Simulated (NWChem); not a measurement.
Everything below was run with NWChem. System: 1,1,1,2-tetrafluoroethane (C₂H₂F₄), charge 0, spin multiplicity 1, at a geometry optimised with PBE0/def2-SVP. Level: MP2/def2-TZVP, 6 core orbitals frozen.

Input file:

```
start mol
memory heap 200 mb stack 900 mb global 1100 mb
geometry units angstroms nocenter noautoz
  F      1.061065    -1.628904     0.000000
  C     -0.210460    -1.154837     0.000000
  C     -0.197195     0.358619     0.000000
  F      0.416433     0.843774     1.075931
  F      0.416433     0.843774    -1.075931
  F     -1.456187     0.804860     0.000000
  H     -0.746882    -1.497109     0.899390
  H     -0.746882    -1.497109    -0.899390
  symmetry group Cs
end
basis spherical
  * library def2-tzvp
end
scf
  rhf
  nopen 0
  maxiter 100
  thresh 1e-7
  semidirect memsize 60000000 filesize 0
end
mp2
  freeze core 6
end
task mp2 energy
```

Part of the output:

```
             Northwest Computational Chemistry Package (NWChem) 7.3.0
             --------------------------------------------------------

                                NWChem Input Module
                                -------------------

 Scaling coordinates for geometry "geometry" by  1.889725989
 (inverse scale =  0.529177249)

 Turning off AUTOSYM since
 SYMMETRY directive was detected!

                             Geometry "geometry" -> ""
                             -------------------------

 Output coordinates in angstroms (scale by  1.889725989 to convert to a.u.)

  No.       Tag          Charge          X              Y              Z
 ---- ---------------- ---------- -------------- -------------- --------------
    1 F                    9.0000     1.06106500    -1.62890400     0.00000000
    2 C                    6.0000    -0.21046000    -1.15483700     0.00000000
    3 C                    6.0000    -0.19719500     0.35861900     0.00000000
    4 F                    9.0000     0.41643300     0.84377400     1.07593100
    5 F                    9.0000     0.41643300     0.84377400    -1.07593100
    6 F                    9.0000    -1.45618700     0.80486000     0.00000000
    7 H                    1.0000    -0.74688200    -1.49710900     0.89939000
    8 H                    1.0000    -0.74688200    -1.49710900    -0.89939000

 Effective nuclear repulsion energy (a.u.)     273.4794651002

            Nuclear Dipole moment (a.u.)
            ----------------------------
        X                 Y               Z
 ---------------- ---------------- ----------------
     0.0000037795     0.0000188973     0.0000000000

      Symmetry information
      --------------------

 Group name             Cs
 Group number              2
 Group order               2
 No. of unique centers     6

      Symmetry unique atoms

     1    2    3    4    6    7


 Summary of "ao basis" -> "" (spherical)
 ------------------------------------------------------------------------------
       Tag                 Description            Shells   Functions and Types
 ---------------- ------------------------------  ------  ---------------------
 *                         def2-tzvp                  on all atoms

 Summary of "ao basis" -> "ao basis" (spherical)
 ------------------------------------------------------------------------------
       Tag                 Description            Shells   Functions and Types
 ---------------- ------------------------------  ------  ---------------------
 F                         def2-tzvp                11       31   5s3p2d1f
 C                         def2-tzvp                11       31   5s3p2d1f
 H                         def2-tzvp                 4        6   3s1p

                                 NWChem SCF Module
                                 -----------------

  ao basis        = "ao basis"
  functions       =   198
  atoms           =     8
  closed shells   =    25
  open shells     =     0
  charge          =   0.00
  wavefunction    = RHF
  use symmetry    = T
  symmetry adapt  = T

 Summary of "ao basis" -> "ao basis" (spherical)
 ------------------------------------------------------------------------------
       Tag                 Description            Shells   Functions and Types
 ---------------- ------------------------------  ------  ---------------------
 F                         def2-tzvp                11       31   5s3p2d1f
 C                         def2-tzvp                11       31   5s3p2d1f
 H                         def2-tzvp                 4        6   3s1p

      Symmetry analysis of basis
      --------------------------

        a'        121
        a"         77

 Forming initial guess at       0.2s

      Superposition of Atomic Density Guess
      -------------------------------------

 Sum of atomic energies:        -474.01458828

      Non-variational initial energy
      ------------------------------

 Total energy =    -476.036057
 1-e energy   =   -1203.494405
 2-e energy   =     453.978883
 HOMO         =      -0.396289
 LUMO         =       0.110023

      Symmetry analysis of molecular orbitals - initial
      -------------------------------------------------

  Numbering of irreducible representations:

     1 a'          2 a"

  Orbital symmetries:

     1 a'          2 a"          3 a'          4 a'          5 a'
     6 a'          7 a'          8 a'          9 a"         10 a'
    11 a'         12 a'         13 a'         14 a"         15 a'
    16 a'         17 a"         18 a'         19 a"         20 a'
    21 a"         22 a'         23 a"         24 a"         25 a'
    26 a'         27 a'         28 a"         29 a'         30 a"
    31 a'         32 a'         33 a'         34 a'         35 a"

 Starting SCF solution at       6.7s

 ----------------------------------------------
         Quadratically convergent ROHF

 Convergence threshold     :          1.000E-07
 Maximum no. of iterations :          100
 Final Fock-matrix accuracy:          1.000E-09
 ----------------------------------------------

              iter       energy          gnorm     gmax       time
             ----- ------------------- --------- --------- --------
                 1     -474.7153520994  1.77D+00  3.43D-01     10.0
                 2     -474.8577271567  4.12D-01  6.56D-02     16.4
                 3     -474.8704685660  2.99D-02  5.32D-03     25.0
                 4     -474.8705466560  2.28D-04  4.00D-05     38.8
                 5     -474.8705466612  4.55D-08  6.94D-09     62.2

       Final RHF  results
[...]
                       -------------------------------------

 Vector   23  Occ=2.000000D+00  E=-6.597185D-01  Symmetry=a"
              MO Center= -1.1D-01,  8.2D-01,  2.8D-14, r^2= 2.0D+00
   Bfn.  Coefficient  Atom+Function         Bfn.  Coefficient  Atom+Function
  ----- ------------  ---------------      ----- ------------  ---------------
   163      0.276019  6 F  pz                99      0.260976  4 F  px
   130     -0.260976  5 F  px               166      0.245075  6 F  pz
   102      0.231284  4 F  px               133     -0.231284  5 F  px
   101     -0.170137  4 F  pz               132     -0.170137  5 F  pz
   104     -0.151191  4 F  pz               135     -0.151191  5 F  pz

 Vector   24  Occ=2.000000D+00  E=-5.659172D-01  Symmetry=a"
              MO Center= -1.5D-02, -1.4D+00, -9.1D-14, r^2= 1.7D+00
   Bfn.  Coefficient  Atom+Function         Bfn.  Coefficient  Atom+Function
  ----- ------------  ---------------      ----- ------------  ---------------
     8      0.302962  1 F  pz                11      0.264394  1 F  pz
    39     -0.259765  2 C  pz                42     -0.223681  2 C  pz
   188     -0.204437  7 H  s                194      0.204437  8 H  s
    14      0.183222  1 F  pz

 Vector   25  Occ=2.000000D+00  E=-5.548709D-01  Symmetry=a'
              MO Center=  6.3D-03, -5.4D-01, -2.7D-14, r^2= 2.4D+00
   Bfn.  Coefficient  Atom+Function         Bfn.  Coefficient  Atom+Function
  ----- ------------  ---------------      ----- ------------  ---------------
     7      0.236139  1 F  py                38     -0.233083  2 C  py
    69      0.226236  3 C  py                41     -0.207765  2 C  py
    10      0.206232  1 F  py                72      0.178064  3 C  py
   100     -0.157035  4 F  py               131     -0.157035  5 F  py

 Vector   26  Occ=0.000000D+00  E= 1.467055D-01  Symmetry=a'
              MO Center= -8.9D-01, -1.6D+00,  1.8D-14, r^2= 5.3D+00
   Bfn.  Coefficient  Atom+Function         Bfn.  Coefficient  Atom+Function
  ----- ------------  ---------------      ----- ------------  ---------------
    36      5.320717  2 C  s                189     -2.472512  7 H  s
   195     -2.472512  8 H  s                 67     -2.338752  3 C  s
    43     -1.155965  2 C  px                75      0.539614  3 C  py
    44      0.450986  2 C  py                35     -0.418011  2 C  s
   160      0.337242  6 F  s                 98      0.303221  4 F  s

 Vector   27  Occ=0.000000D+00  E= 1.945200D-01  Symmetry=a"
              MO Center= -1.1D+00, -1.6D+00, -1.4D-15, r^2= 4.6D+00
   Bfn.  Coefficient  Atom+Function         Bfn.  Coefficient  Atom+Function
  ----- ------------  ---------------      ----- ------------  ---------------
   189      2.623497  7 H  s                195     -2.623497  8 H  s
    45     -1.806580  2 C  pz               188     -0.429107  7 H  s
   194      0.429107  8 H  s                 76      0.330887  3 C  pz
    39     -0.220764  2 C  pz                14      0.202231  1 F  pz
    54      0.167576  2 C  d  1

 Vector   28  Occ=0.000000D+00  E= 1.988339D-01  Symmetry=a'
              MO Center= -3.3D-01, -1.2D+00,  3.7D-16, r^2= 4.5D+00
   Bfn.  Coefficient  Atom+Function         Bfn.  Coefficient  Atom+Function
  ----- ------------  ---------------      ----- ------------  ---------------
     5      1.358981  1 F  s                 44      1.141258  2 C  py
    43     -0.874142  2 C  px               160     -0.719900  6 F  s
    36     -0.607053  2 C  s                 67     -0.516982  3 C  s
    75      0.459109  3 C  py               189      0.459745  7 H  s
   195      0.459745  8 H  s                 12     -0.455068  1 F  px

------------------------------------------------------------
EAF file 0: "./mol.aoints.0" size=524288 bytes
------------------------------------------------------------
               write      read    awrite     aread      wait
               -----      ----    ------     -----      ----
     calls:        1        19         0         0         0
   data(b): 5.24e+05  9.96e+06  0.00e+00  0.00e+00
   time(s): 0.00e+00  0.00e+00  0.00e+00  0.00e+00  0.00e+00
rate(mb/s): 0.00e+00  0.00e+00
------------------------------------------------------------

 center of mass
 --------------
 x =   0.03555184 y =   0.07100521 z =   0.00000000

 moments of inertia (a.u.)
 ------------------
         561.748231219591         133.922584447195           0.000000000000
         133.922584447195         414.127664187451           0.000000000000
           0.000000000000           0.000000000000         650.076233006358

  Mulliken analysis of the total density
  --------------------------------------

    Atom       Charge   Shell Charges
 -----------   ------   -------------------------------------------------------
    1 F    9     9.28   0.77  1.20  0.59  1.01  0.35  2.24  2.27  0.83  0.00  0.01  0.00
    2 C    6     5.89   0.85  1.12  0.49  0.65  0.04  1.20  1.22  0.16  0.04  0.11  0.01
    3 C    6     5.35   0.85  1.13  0.51  0.49 -0.00  1.08  0.86  0.04  0.08  0.27  0.04
    4 F    9     9.24   0.77  1.20  0.60  1.01  0.33  2.24  2.28  0.78  0.00  0.02  0.00
    5 F    9     9.24   0.77  1.20  0.60  1.01  0.33  2.24  2.28  0.78  0.00  0.02  0.00
    6 F    9     9.25   0.77  1.20  0.60  1.01  0.34  2.24  2.28  0.79  0.00  0.02  0.00
    7 H    1     0.88   0.27  0.49  0.10  0.02
    8 H    1     0.88   0.27  0.49  0.10  0.02

       Multipole analysis of the density wrt the origin
       ------------------------------------------------

     L   x y z        total         open         nuclear
     -   - - -        -----         ----         -------
     0   0 0 0      0.000000      0.000000     50.000000

     1   1 0 0     -0.648674      0.000000      0.000004
     1   0 1 0     -0.588184      0.000000      0.000019
     1   0 0 1     -0.000000      0.000000      0.000000

     2   2 0 0    -25.113956      0.000000    121.249392
     2   1 1 0      2.484751      0.000000    -58.953054
     2   1 0 1      0.000000      0.000000      0.000000
     2   0 2 0    -23.791778      0.000000    199.199467
     2   0 1 1      0.000000      0.000000      0.000000
     2   0 0 2    -23.563218      0.000000     80.188606

                   NWChem MP2 Semi-direct Energy/Gradient Module
                   ---------------------------------------------

  Basis functions       =    198
  Molecular orbitals    =    198
  Frozen core           =      6
  Frozen virtuals       =      0
  Active alpha occupied =     19
  Active beta occupied  =     19
  Active alpha virtual  =    173
  Active beta virtual   =    173
  Use MO symmetry       = T
  Use skeleton AO sym   = T

  AO/Fock/Back tols     =   1.0D-09  1.0D-09  1.0D-09

 GA uses MA = F    GA memory limited = T

 Available:
  local mem=  1.26D+08
 global mem=  1.44D+08
 local disk=  0.00D+00
  mp2_memr nvloc                   173
  nvloc new                   173
   1 passes of  19:        6291456                     244260                 207199267.
   1 passes of  19: M    126043137           G      144100792           F     119751681.
  mp2_memr nvloc                   173
  nvloc new                   173
   2 passes of  10:        6291456                     166441                 109083978.
   2 passes of  10: M    126043137           G      144100792           F     119751681.

 Semi-direct pass number   1 of   2  for RHF alpha+beta  at       62.7s
  vrange nnbf                 18534
  mp2_eaftype                   416  avail_ma_in_mb                  1098
 EAF : mp2_eaftype filesize         416   54541989.
  mp2_eaf for mointskh                    416
Node 0 wrote    256.5 Mb in      0.5 s     Agg I/O rate:   570.0 Mb/s
 Done moints_semi at      100.0s
  mp2_eaftype                   416  avail_ma_in_mb                   682
 EAF : mp2_eaftype filesize         416   54541989.
  mp2_eaf for kh                   416
 Done maket at      101.4s
 Semi-direct pass number   2 of   2  for RHF alpha+beta  at      101.4s
  vrange nnbf                 18534
  mp2_eaftype                   416  avail_ma_in_mb                   682
 EAF : mp2_eaftype filesize         416   54541989.
  mp2_eaf for mointskh                    416
Node 0 wrote    230.9 Mb in      0.3 s     Agg I/O rate:   660.1 Mb/s
 Done moints_semi at      138.5s
  mp2_eaftype                   416  avail_ma_in_mb                   682
 EAF : mp2_eaftype filesize         416   54541989.
  mp2_eaf for kh                   416
 Done maket at      139.8s
 Done multipass loop at      139.8s

          -------------------------------------------
          SCF energy                -474.870546661199
          Correlation energy          -1.307612398667
          Singlet pairs               -0.796446456052
          Triplet pairs               -0.511165942615
          Total MP2 energy          -476.178159059866
          -------------------------------------------

          ---------------------------------------------------
                    Spin Component Scaled (SCS) MP2
          Same spin pairs                     -0.340777295076
          Same spin scaling factor             0.333333333333
          Opposite spin pairs                 -0.966835103590
          Opposite spin scaling fact.          1.200000000000
          SCS-MP2 correlation energy          -1.273794556001
          Total SCS-MP2 energy              -476.144341217200
          ---------------------------------------------------

 -----------------------
 Performance information
 -----------------------

 Timer overhead =  1.36D-07 seconds/call

               Nr. of calls         CPU time (s)                 Wall time (s)                GFlops
             ---------------    -------------------     ------------------------------   -------------------
Name         Min   Avg   Max    Min     Avg     Max     Min     Avg     Max   Mx/calls   Min     Max     Sum
mp2: moin     2     2     2    74.     74.     74.      74.     74.     74.     37.      0.0     0.0     0.0
mp2: make     2     2     2    2.7     2.7     2.7      2.7     2.7     2.7     1.4      0.0     0.0     0.0
mp2: tota     1     1     1    77.     77.     77.      77.     77.     77.     77.      0.0     0.0     0.0

 The average no. of pstat calls per process was 5.00D+00
 with a timing overhead of 6.80D-07s

 Task  times  cpu:      139.8s     wall:      139.8s

 Total times  cpu:      139.8s     wall:      139.8s
```
